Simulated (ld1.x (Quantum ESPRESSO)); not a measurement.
**Which setting gave this result? (V, PAW)**

Base potential:

```json
{
  "Element": "V",
  "Generator": "ld1.x (Quantum ESPRESSO) 7.5",
  "Type": "PAW",
  "Functional": "PBE",
  "Relativity": "scalar-relativistic",
  "Frozen core": "[Ar]",
  "Valence charge": "5",
  "Reference configuration": "3d3 4s1.75 4p0.25",
  "Partial waves": "4s (bound): rcut 2.00, rcutus 2.50 bohr; 4s channel at 0.4 Ry: rcut 2.00, rcutus 2.50 bohr; 4p (bound): rcut 2.35, rcutus 2.95 bohr; 4p channel at 1.3 Ry: rcut 2.35, rcutus 2.95 bohr; 3d (bound): rcut 1.40, rcutus 1.85 bohr; 3d channel at 2.15 Ry: rcut 1.40, rcutus 1.85 bohr",
  "Local potential": "all-electron potential smoothed inside 2.50 bohr (lloc = -1)",
  "Core correction": "a·sin(br)/r model core, default radius (ld1.x builds one for every PAW set, though the input has nlcc=.false.)",
  "Augmentation charge": "BESSEL, radius 1.30 bohr"
}
```

Cutoffs, loose and tight: the cutoffs (Ry, on a coarse ladder) from which the occupation-weighted sum of valence levels, in a spherical-Bessel basis at the reference potential, stays within 10 and 1 mRy of its value at 400 Ry. They do not see the model core or the augmentation charge, which bear on the density cutoff. Test errors are all-electron minus pseudo excitation energies from the reference, over the configurations 3d3 4s2 4p0; 3d3 4s1 4p0; 3d3 4s0 4p0; 3d3 4s1.5 4p0; 3d2 4s2 4p0; 3d2 4s0 4p0; 3d3 4s1 4p1; variants that change the core or the reference have their own tests. The largest error is taken over the tests solved by every variant that gives reliable tests at all, those not shown here included: 3d2 4s2 4p0; 3d3 4s0 4p0; 3d3 4s1 4p0; 3d3 4s1.5 4p0; 3d3 4s2 4p0.

Only the d radius is moved:

```
d radius (bohr)  cutoff, loose  cutoff, tight  bound ghosts  largest test error (meV)
           1.16          70 Ry         120 Ry          none                      -242
           1.42          50 Ry          80 Ry          none                      -243
           1.68          35 Ry          55 Ry          none                      -242
           1.84          30 Ry          45 Ry          none                      -242
            2.3          18 Ry          21 Ry          none                      -244
           2.48          15 Ry          18 Ry          none                      -245
           2.76          12 Ry          18 Ry          none                      -244
```

One more run gave cutoff, loose: 21 Ry; cutoff, tight: 35 Ry; bound ghosts: none; largest test error (meV): -243. Which value of the d radius was used?

2.12 bohr. The loose cutoff moves one way along this sweep, from 70 Ry at 1.16 to 12 Ry at 2.76 bohr, which places the run between 1.84 and 2.3 bohr.
